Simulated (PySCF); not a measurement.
silane (H₄Si), singlet, geometry from GFN2-xTB. Base run: HF/cc-pVDZ run with PySCF.

Input for PySCF:
```python
from pyscf import gto, scf

mol = gto.Mole()
mol.atom = '''
    Si   -0.000000    0.000000   -0.000000
    H     0.856871    0.832074    0.840902
    H    -0.856856   -0.827130    0.845780
    H    -0.829613    0.854388   -0.845845
    H     0.829598   -0.859332   -0.840837
'''
mol.basis = 'cc-pvdz'
mol.charge = 0
mol.spin = 0
mol.verbose = 3
mol.build()

mf = scf.RHF(mol)
mf.kernel()
mo_i, mo_e, stable_i, stable_e = mf.stability(internal=True, external=True, return_status=True, nroots=6, tol=1e-6)
print('internally stable:', stable_i, ' externally stable:', stable_e)
if not stable_e:
    umf = mf.to_uhf() if not hasattr(mf, 'xc') else mf.to_uks()
    umf.scf_summary = {}
    umf.kernel(umf.make_rdm1(mo_e, umf.mo_occ))
```

The bond that is stretched is that between atoms 5 and 1. A test that says stable can miss a lower solution.

The base run was repeated with changes; each row names its change, and settings that it needs were set with it.

```tsv
change	ΔE vs base (mEh)	<S^2>	E after following the instability (Eh)	<S^2> there	HOMO-LUMO gap (eV)	stability test says
base	0.000	0.000	-	-	17.93	stable
bond × 1.25	25.895	0.000	-	-	15.39	stable
bond × 1.5	75.334	0.000	-291.16685	0.09	12.61	external instability
bond × 1.8	132.0	0.000	-291.13569	0.71	9.87	external instability
bond × 2.2	191.5	0.000	-291.12569	0.94	7.27	external instability
bond × 3.0	263.6	0.000	-291.12344	1.00	4.35	external instability
```

Where a bond breaks into two radicals, a solution with restricted orbitals usually stops being the lowest and lies too high; an unrestricted one lies lower at the price of spin contamination, which <S^2> shows.
